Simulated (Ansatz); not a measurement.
Cartesian coordinates in Å:
```
C 0.4795 1.2193 -0.5702
N 0.0137 -0.0132 0.0178
C -1.2971 -0.4284 -0.4193
Ga 0.9842 -0.9520 1.1912
F 0.4071 -2.4389 1.8905
F 2.5656 -0.4367 1.7071
H -0.1964 2.0521 -0.3336
H 0.5377 1.1404 -1.6641
H 1.4728 1.4772 -0.1987
H -1.5899 -1.3635 0.0613
H -1.3223 -0.5847 -1.5062
H -2.0548 0.3285 -0.1758
```

The species carries charge 0 and has multiplicity 1.

List the PBE0/def2-TZVPP orbital energies in eV (Ansatz). (An estimate is asked.)

Computed: Occupied: -10147.80, -1253.55, -1109.77, -1109.63, -1109.61, -672.98, -672.98, -391.93, -279.11, -279.11, -152.07, -105.11, -104.86, -104.79, -31.96, -31.82, -25.89, -24.14, -24.09, -24.07, -23.84, -23.83, -20.31, -17.62, -14.36, -13.14, -13.14, -13.06, -11.90, -11.44, -11.36, -11.26, -11.02, -11.02, -10.73, -10.01, -6.98. Lowest empty: -1.04, -0.06, 1.16, 1.59, 2.58, 2.99, 3.05, 3.06.
